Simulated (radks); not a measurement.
Values are calculated unless marked as measured or tabulated.
The copper ion Cu10+, 19 electrons, occupied as [Ar] 3d1. Code: a radial shooting solver on a logarithmic mesh with Libxc functionals. Model: scalar-relativistic Kohn-Sham, BLYP, spin-polarised, spherical densities, point nucleus; open shells are filled with parallel spins first.

Normalised radial functions P(r) = r R(r), r in bohr:

r,3s down,3p down
0.005981,0.2126,0.0113
0.007665,0.2571,0.0178
0.009901,0.3077,0.0284
0.01269,0.3583,0.0443
0.01626,0.4052,0.0685
0.02083,0.4400,0.1044
0.0267,0.4503,0.1563
0.03421,0.4201,0.2287
0.04384,0.3313,0.3247
0.05618,0.1695,0.4430
0.072,-0.0665,0.5738
0.09226,-0.3519,0.6922
0.1182,-0.6232,0.7552
0.1515,-0.7776,0.7037
0.1957,-0.6926,0.4701
0.2508,-0.3059,0.0491
0.3214,0.3206,-0.5024
0.4118,0.9747,-1.0305
0.5278,1.3737,-1.3381
0.6763,1.3402,-1.2957
0.8667,0.9547,-0.9552
1.111,0.4885,-0.5235
1.423,0.1707,-0.2028
1.824,0.0377,-0.0515
2.337,0.0045,-0.0074
2.995,0.0003,-0.0005
3.838,0.0000,0.0000

3s down: eigenvalue -360.14 eV, 2 radial nodes at r = 0.0676, 0.285 bohr, <r> = 0.647 bohr, 90 % of the charge inside 0.949 bohr. 3p down: eigenvalue -315.64 eV, 1 radial node at r = 0.257 bohr, <r> = 0.651 bohr, 90 % of the charge inside 0.975 bohr.
